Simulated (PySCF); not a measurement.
# What settings do to a single point of Ir2H6

The sound run of Ir2H6 (triplet; a saddle point, relaxed within its symmetry) uses PySCF 2.14.0, UKS PBE, Ir def2-SVP with ECP60, H def2-SVP; non-relativistic Hamiltonian with scalar-relativistic core potentials where named; density fitting; no spin-orbit coupling, grid (50, 194), threshold 1e-8 Eh and 55 cycles, at the relaxed geometry:

```xyz
8

Ir    0.0546    0.0000    1.2207
Ir   -0.0546    0.0000   -1.2207
H     1.5899    0.0000    1.3861
H    -1.5899    0.0000   -1.3861
H     0.5236    1.3824    1.8685
H     0.5236   -1.3824    1.8685
H    -0.5236    1.3824   -1.8685
H    -0.5236   -1.3824   -1.8685
```

There Ir1 has a Mulliken charge of 0.00 e and the dipole about the centre of mass is 0.00 D. Each run below changes one thing and starts from free metal ions and neutral atoms unless it says otherwise; with 55 cycles, smearing, a level shift and second-order steps follow where DIIS fails, and their cycles count. Energy shifts count from the sound run.

```
                                                       change        outcome  cycles  energy shift (eV)  largest force component (eV/Å)  charge on Ir1 (e)  dipole about the centre of mass (D)
             charge changed by +1, spin kept, limit 73 cycles        refused       –                  –                               –                  –                                    –
                                                cycle limit 3  not converged       3                  –                               –                  –                                    –
start from a density of up to 30 smeared cycles (not counted)      converged      10             0.0000                            0.00               0.00                                 0.00
                                              threshold 1e-06      converged       9             0.0000                            0.00               0.00                                 0.00
```

Question: How does the run with this change end: all coordinates × 1.05?

Answer: outcome converged, cycles 11, energy shift (eV) 0.41, largest force component (eV/Å) 2.03, charge on Ir1 (e) -0.05, dipole about the centre of mass (D) 0.00.

Started from ions, an open shell can land on another state than the sound run's, and that then enters the shifts.

Forces carry noise of the integration grid, about 0.01 to 0.03 eV/Å.

Open shells may have lower solutions than the one found.
